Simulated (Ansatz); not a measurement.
**Ligand exchange: BH(NH2)2 + Ga(NH2)3 → B(NH2)3 + GaH(NH2)2**

Species: BH(NH2)2, singlet; Ga(NH2)3, singlet; B(NH2)3, singlet; GaH(NH2)2, singlet. The partners trade H for NH2: B–H and Ga–NH2 bonds give way to B–NH2 and Ga–H.

Shapes, held fixed at every level: PBE0-D4/def2-TZVP. Programs: Ansatz 0.2.0. Electronic energies: no zero-point or thermal term.

```tsv
level	kind	ΔE (kJ/mol)	less CCSD(T)/def2-TZVPP	CPU time (sum over the molecules)
HF/def2-TZVPP	Hartree–Fock	-43.0	-9.8	–
PBE-D4/def2-TZVPP	GGA	-38.7	-5.5	22 s
B3LYP-D4/def2-TZVPP	global hybrid	-39.7	-6.5	36 s
BHLYP-D4/def2-TZVPP	global hybrid	-41.9	-8.7	26 s
PBE0-D4/def2-TZVPP	global hybrid	-41.4	-8.2	26 s
MP2/def2-TZVPP	perturbation theory	-31.8	+1.4	–
CCSD(T)/def2-TZVPP	coupled cluster or CI	-33.2	0.0	3.4 min
```

The highest level, CCSD(T)/def2-TZVPP, gives ΔE = -33.2 kJ/mol; the levels span -43.0 to -31.8. The column of differences is taken from that level and isn't an error. No measured value is set beside it here. Relativity is left out for Ga. Outer-core shells of Ga are correlated, in sets that cover them unevenly. Times are processor times on shared x86 and Arm servers, and rough.
